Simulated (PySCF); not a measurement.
C3H2F4Si.
Numbering: `[CH:1]#[C:2][Si@@H:3]([F:4])[C:5]([F:6])([F:7])[F:8]` (hydrogens: H9 on C1; H10 on Si3)

Computed by this run: PySCF 2.14.0, PBE0-D3(BJ)/def2-SVP geometry optimisation, gas phase; density fitting, grid level 1; the optimiser is geomeTRIC in internal coordinates, started from a GFN2-xTB structure with every atom displaced at random (about 0.01 Å).

Step 2: E = -21857.9961 eV
```
atom  x, y, z in Å  |  force x, y, z in eV/Å
C1      2.6445   -0.3324    0.1608    0.003  -0.115  -0.025
C2      1.5045    0.0901    0.1854    0.031   0.071   0.035
Si3    -0.1649    0.7974    0.2382   -0.002   0.033  -0.063
F4     -0.2718    2.0046   -0.8354   -0.028  -0.007   0.038
C5     -1.4436   -0.5348   -0.3049   -0.029   0.026   0.022
F6     -2.6883   -0.0374   -0.2684   -0.002  -0.027  -0.011
F7     -1.4084   -1.5868    0.5266    0.020  -0.005   0.020
F8     -1.2270   -0.9880   -1.5419    0.020  -0.015  -0.037
H9      3.6430   -0.7357    0.1269   -0.018   0.046   0.016
H10    -0.5371    1.3022    1.5782    0.004  -0.008   0.005
```

Step 3: E = -21857.9990 eV
```
atom  x, y, z in Å  |  force x, y, z in eV/Å
C1      2.6262   -0.3497    0.1571   -0.092  -0.022  -0.005
C2      1.4964    0.0995    0.1820    0.084   0.062   0.000
Si3    -0.1669    0.8156    0.2340   -0.081  -0.018   0.005
F4     -0.2895    2.0269   -0.8318   -0.002  -0.001   0.022
C5     -1.4311   -0.5321   -0.3052   -0.034   0.015  -0.011
F6     -2.6851   -0.0594   -0.2699    0.020  -0.024  -0.009
F7     -1.3740   -1.5799    0.5312    0.009   0.003   0.008
F8     -1.2066   -0.9873   -1.5413    0.011  -0.002   0.001
H9      3.6180   -0.7619    0.1292    0.083  -0.020   0.005
H10    -0.5367    1.3076    1.5803    0.003   0.006  -0.016
```

Step 4: E = -21858.0001 eV
```
atom  x, y, z in Å  |  force x, y, z in eV/Å
C1      2.6094   -0.3651    0.1519   -0.067   0.016   0.009
C2      1.4917    0.1130    0.1791    0.059   0.056  -0.022
Si3    -0.1712    0.8319    0.2328   -0.073  -0.051   0.048
F4     -0.3065    2.0481   -0.8244    0.011   0.007  -0.007
C5     -1.4199   -0.5303   -0.3054   -0.028  -0.009  -0.033
F6     -2.6820   -0.0823   -0.2766    0.017   0.003  -0.001
F7     -1.3448   -1.5724    0.5372    0.001  -0.002   0.006
F8     -1.1833   -0.9886   -1.5389    0.012   0.007   0.019
H9      3.5953   -0.7919    0.1275    0.072  -0.034  -0.002
H10    -0.5380    1.3168    1.5824   -0.004   0.006  -0.016
```

**Question.** Estimate the geometry and energy of step 5. (The exact step hangs on the optimiser's Hessian estimate; all steps are aligned on step 4, rigid shifts and turns removed.)

**Answer.** E = -21858.0008 eV, largest force 0.069 eV/Å
```
atom  x, y, z in Å  |  force x, y, z in eV/Å
C1      2.6017   -0.3715    0.1473   -0.019   0.018   0.013
C2      1.4920    0.1250    0.1780    0.022   0.036  -0.021
Si3    -0.1747    0.8386    0.2352   -0.026  -0.044   0.046
F4     -0.3153    2.0571   -0.8182    0.008   0.010  -0.023
C5     -1.4144   -0.5304   -0.3052    0.009  -0.010  -0.021
F6     -2.6792   -0.0916   -0.2854    0.005   0.007  -0.002
F7     -1.3351   -1.5680    0.5430   -0.013  -0.004  -0.005
F8     -1.1657   -0.9917   -1.5353   -0.001   0.004   0.024
H9      3.5836   -0.8105    0.1217    0.022  -0.015  -0.004
H10    -0.5421    1.3223    1.5846   -0.007  -0.001  -0.006
```

The energy changes by -0.0007 eV. The first-order estimate −F·Δx gives -0.0010 eV and the mean of the old and new forces, exact on a quadratic surface, -0.0006 eV. The step makes an angle of 82° with the force vector and moves no atom by more than 0.023 Å.

What follows is the cost of the whole optimisation. The run took 84 s wall on one thread of an Arm Neoverse V1, no GPU, shared host with 32 logical CPUs at a one-minute load of 17, and the process peaked at 0.51 GiB of memory.
